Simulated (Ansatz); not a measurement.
`[OH][Al]([Cl])[Cl]` + CH₃SH → `C[S][Al]([Cl])[Cl]` + H₂O at 700 K and 1 bar (ligand exchange at the Al–O bond).

Calculated with Ansatz (gas phase, PBE0-D4/def2-TZVP geometries, no zero-point term in ΔE). CCSD(T)/CBS is the MP2 limit (def2-TZVPP, def2-QZVPP) plus CCSD(T) − MP2 in def2-TZVPP, frozen cores. This one scheme is used for every species. One conformer a species, not always the lowest.

```
             species  CCSD(T)/CBS energy (Eh)  H − E (kJ/mol)  S (J/(mol·K))
`[OH][Al]([Cl])[Cl]`              -1237.55309            97.6          398.3
               CH₃SH               -438.22835           160.2          309.0
`C[S][Al]([Cl])[Cl]`              -1599.39326           185.0          496.8
                 H₂O                -76.37941            80.5          218.4
```

H − E and S are ideal-gas, rigid-rotor, harmonic terms from PBE0-D4/def2-TZVP, for one conformer and one mirror image of each species. 1 Eh = 2625.50 kJ/mol, R = 8.31446 J/(mol·K).

Task: By hand: ΔE, ΔH, ΔS and ΔG.

Result: ΔE = (-1599.39326) + (-76.37941) − (-1237.55309) − (-438.22835) = 0.00877 Eh = 23.0 kJ/mol. Δ(H − E) = 185.0 + 80.5 − 97.6 − 160.2 = 7.7, so ΔH = 30.7 kJ/mol. ΔS = 496.8 + 218.4 − 398.3 − 309.0 = 7.9 J/(mol·K). ΔG = 30.7 − 700 × (7.9)/1000 = 25.2 kJ/mol.

Task: By hand: the equilibrium constant, and the temperature at which ΔG would vanish if ΔH and ΔS stayed fixed.

Result: log₁₀ K = −ΔG/(RT ln 10) = -1.9. ΔG = 0 at ΔH/ΔS = 3886 K, far beyond where these terms or the molecules hold.

The number of gas molecules stays the same, so ΔS is small and ΔH decides. A doubt of 5 kJ/mol in ΔE shifts log₁₀ K by 0.4 here. Other conformers and mirror images would add mixing entropy, several J/(mol·K) or more a flexible species. Modes under 60 cm⁻¹, often nearly free rotors, make the harmonic entropy too high. These are equilibria of isolated gas molecules and say nothing of rates. Largest T1 diagnostic: 0.010 (customary marks: 0.02 for closed shells, 0.045 for open ones).
